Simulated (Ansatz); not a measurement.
Input file for Ansatz (a first-principles code): R-CCSD(T)/def2-SVP on H2SSe2 (SMILES S[Se][SeH]), a point of a torsion scan. The run froze 33 orbitals, filled d shells among them.

Ansatz 0.2 input:
```yaml
crystal:
  periodic: [false, false, false]
  atoms:
    - {symbol: S, position_ang: [1.72130008, -0.14538928, -0.20261731]}
    - {symbol: Se, position_ang: [0.19055294, -1.50941966, -0.96582508]}
    - {symbol: Se, position_ang: [0.31527418, -1.32637354, -3.26516546]}
    - {symbol: H, position_ang: [0.96078404, 0.94857345, -0.10909769]}
    - {symbol: H, position_ang: [1.33350029, -2.34386990, -3.47395715]}
basis:
  gaussian:
    orbitals: def2-SVP
magnetization: {spin_polarized: false}
correlation: {method: ccsd_t, electrons: outside_noble_gas}
scf: {lower_state_search: off}
```

Output:

```
WARN ansatz: RAYON_NUM_THREADS=1 ignored (pool sized by the plan → 1); use --threads N
Functional definition: HF
these checks for a lower state are left out or cut short: stability, starts, cluster_reference, orbital_swaps, neighbouring_geometries, increment
integrals: 0.10 GiB planned
880 factors; integrals over basis functions are off by at most 1.2e-3 eV
mean field: 0.38 GiB planned
mean field evaluation 1: about -141434.9944 eV, gradient 1.4e1 eV
mean field evaluation 2: about -141435.0182 eV, gradient 1.4e1 eV
mean field evaluation 4: about -141435.8809 eV, gradient 2.1e0 eV
mean field evaluation 8: about -141435.8998 eV, gradient 2.2e-4 eV
mean field -141435.89980617 eV, -5197.6734491808 hartree, gradient 2.4e-6 eV, S^2 0.000000; 0 other end points of the search recorded, 0 dependent functions left out
33 core orbitals not correlated
reference -141435.89980617 eV, -5197.6734491808 hartree; 10, 10 occupied and 49, 49 virtual orbitals, 880 factors
second order -9.98913763 eV of doubles, -0.00000000 eV of singles
coupled cluster: 0.16 GiB planned
cycle   1  -10.76554813 eV  change   -7.8e-1 eV  update   8.1e-2
cycle   2  -11.08759996 eV  change   -3.2e-1 eV  update   2.6e-2
cycle   3  -11.13577085 eV  change   -4.8e-2 eV  update   1.2e-2
cycle   4  -11.13353935 eV  change    2.2e-3 eV  update   3.9e-3
cycle   5  -11.13304967 eV  change    4.9e-4 eV  update   2.0e-3
cycle   6  -11.13263982 eV  change    4.1e-4 eV  update   7.4e-4
cycle   7  -11.13259747 eV  change    4.2e-5 eV  update   2.0e-4
cycle   8  -11.13264141 eV  change   -4.4e-5 eV  update   7.1e-5
cycle   9  -11.13263871 eV  change    2.7e-6 eV  update   2.5e-5
cycle  10  -11.13263339 eV  change    5.3e-6 eV  update   9.3e-6
perturbative correction -0.36353980 eV, -0.0133598411 hartree
Total energy: -141447.39597936 eV, -5198.0959257529 hartree
Checks for a lower state left out: stability, starts, cluster_reference, orbital_swaps, neighbouring_geometries, increment
```

The calculation finished and met its thresholds.

Cost: very roughly 2.4 core-seconds.
